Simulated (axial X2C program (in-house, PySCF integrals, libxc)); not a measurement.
## Spectroscopic constants of CuH⁺

Computed with an in-house relativistic program for diatomic molecules. Spin-free means the one-electron spin-free X2C Hamiltonian; two-component (2c) means X2C with spin–orbit coupling and atomic mean-field two-electron Coulomb and Gaunt terms, so the difference of the two also holds small scalar two-electron terms. Basis: Cu dyall-cv3z [9s9p6d3f2g], H dyall-v3z [6s2p1d] (cores contracted in-house); Gaussian nuclei, density fitting, unrestricted open shells. Masses: Cu 62.930 u, H 1.008 u.

State, spin-free: M_S = 1/2, Λ = 0 (beyond evenly filled blocks: σα); electrons by block: σα: 7, σβ: 6, π+α: 3, π+β: 3, π-α: 3, π-β: 3, δ+α: 1, δ+β: 1, δ-α: 1, δ-β: 1. Fragments: Cu+ + H.

State, 2c: Ω = 1/2 (⟨Sz⟩ = 0.50, ⟨Lz⟩ = 0.00 at PBE0); electrons by block: 1/2: 10, -1/2: 9, 3/2: 4, -3/2: 4, 5/2: 1, -5/2: 1. Fragments: Cu+ + H.

```tsv
Hamiltonian	level	Re (Å)	ωe (cm⁻¹)	Be (cm⁻¹)	αe (cm⁻¹)	De (eV)	k (mdyn/Å)	μ (D)
spin-free	PBE0	1.466	1900.6	7.91	0.329	1.32	2.11	-0.85
spin-free	HF	1.516	2004.3	7.391	0.181	0.829	2.35	-2.55
spin-free	MP2	1.392	2150.7	8.775	n/a	n/a	2.7	n/a
spin-free	CCSD	1.421	2233.9	8.421	0.201	0.896	2.92	n/a
spin-free	CCSD(T)	1.418	2203.0	8.454	0.219	0.821	2.84	n/a
spin-free	BP86	1.476	1850.8	7.801	0.306	1.82	2	-0.54
2c	PBE0	1.466	1899.0	7.905	0.328	1.32	2.11	-0.85
2c	HF	1.520	1994.1	7.361	0.177	0.843	2.32	-2.56
2c	MP2	1.394	2130.2	8.74	n/a	n/a	2.65	n/a
2c	BP86	1.476	1849.3	7.796	0.306	1.82	2	-0.54
```

Correlated methods: 11 electrons correlated (number of frozen shells: Cu 3 s, 2 p; H none), 181 virtual spin orbitals or spinors in MP2.

Dipoles are positive if H is the positive end and refer to the centre of mass.

The state is one determinant whose occupation by symmetry is held fixed; it was picked as the lowest of a PBE0 search that is not exhaustive. Dissociation energies refer to the lowest single-determinant-based atoms at the same level and basis. Density functionals use the spin component along the axis (collinear). CCSD and (T) use frozen natural virtuals with an MP2 correction for the truncation; (T) itself is uncorrected, so its De runs slightly low. The determinant is spin-polarised beyond a pure state at some levels (its spin-free form has ⟨S²⟩ too high), which makes Re and μ there less reliable. The T1 diagnostic is large, a sign of multireference character.

No reliable constants came from CCSD (2c), CCSD(T) (2c): no minimum in range, unconverged points, a curve that is not smooth, a change of character along it, or the two Hamiltonians disagreeing along it.

Rough cost a point (2c) on 1 thread(s) of a shared host, integrals apart: PBE0 0.5 s, HF 0.26 s, BP86 0.28 s.

The whole task took 3.1 min on 1 thread of Intel(R) Xeon(R) Processor @ 2.30GHz, on a shared host.
